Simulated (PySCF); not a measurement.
GaH₃S₂, SMILES [SH][GaH][SH].

Geometry: PBE-D3(BJ)/def2-SVP. One conformer was computed; it need not be the lowest.

These are PySCF 2.14.0 with C-PCM-M06-2X/def2-SVP values and carry that method's errors.

The values are the electrostatic part of the solvation free energy, E(continuum) − E(gas) at the gas-phase geometry, in a cavity of scaled van der Waals radii (PySCF's table); cavitation and dispersion terms are not included. A continuum can't describe solvent molecules that bind to the metal. In vacuum the orbital gap is 8.04 eV. The dipole moment in vacuum is 2.42 D.

```csv
solvent,ε,ΔG(elec) (kcal/mol),dipole (D),gap (eV)
water,78.36,-5.8,3.46,8.35
acetonitrile,35.69,-5.7,3.44,8.34
dimethylsulfoxide,46.83,-5.8,3.45,8.35
```
